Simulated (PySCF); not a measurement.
**Two-component Hartree-Fock for Au²⁺ (gold, charge +2)**

Start: [Xe] 4f14 5d9; 5d3/2 filled at m_j = -3/2, -1/2, +1/2, +3/2; 5d5/2 filled at m_j = -3/2, -1/2, +1/2, +3/2, +5/2. Calculated with PySCF 2.14 in x2c-TZVPall-2c: generalised Hartree-Fock with the X2C-1e Hamiltonian and a Gaussian nucleus; spin-orbit coupling (SO) screened by Boettger's factors. This is a chosen level, not necessarily the ground level.

```csv
spinor shell,electrons,"ε, screened SO (eV)",weight of nominal j (screened SO),"rms radius, screened SO (bohr)"
1s1/2,2,-81167.4,1.000,0.0190
2s1/2,2,-14487.0,1.000,0.0768
2p1/2,2,-13869.6,1.000,0.0651
2p3/2,4,-12028.4,1.000,0.0731
3s1/2,2,-3503.6,1.000,0.196
3p1/2,2,-3226.9,1.000,0.188
3p3/2,4,-2814.5,1.000,0.204
3d3/2,4,-2360.5,1.000,0.179
3d5/2,6,-2272.3,1.000,0.183
4s1/2,2,-813.83,1.000,0.433
4p1/2,2,-694.76,1.000,0.438
4p3/2,4,-594.50,1.000,0.471
4d3/2,4,-399.40,1.000,0.485
4d5/2,6,-380.02,1.000,0.497
5s1/2,2,-149.05,1.000,0.998
4f5/2,6,-127.07,0.999,0.544
4f7/2,8,-123.21,0.999,0.546
5p1/2,2,-108.85,0.999,1.08
5p3/2,4,-90.757,0.999,1.18
5d3/2,4,-34.838,0.970,1.57
5d5/2,5,-32.639,0.975,1.63
```

```
   quantity   screened SO
E (hartree)  -19025.88005
        M_J           5/2
       ⟨J²⟩         8.816
       ⟨L²⟩         6.213
       ⟨S²⟩         0.932
```

Each row is a mean over spinors that exchange with the open shell spreads, by up to 4.639 eV (5p3/2).

⟨J²⟩ departs a little from M_J(M_J + 1) because the unrestricted spinors polarise the closed shells.

Breit and QED terms are absent; they matter most for the inner s and p1/2 levels.

Densities and radii are taken from the X2C orbitals without a picture-change correction, which distorts them close to the nucleus.
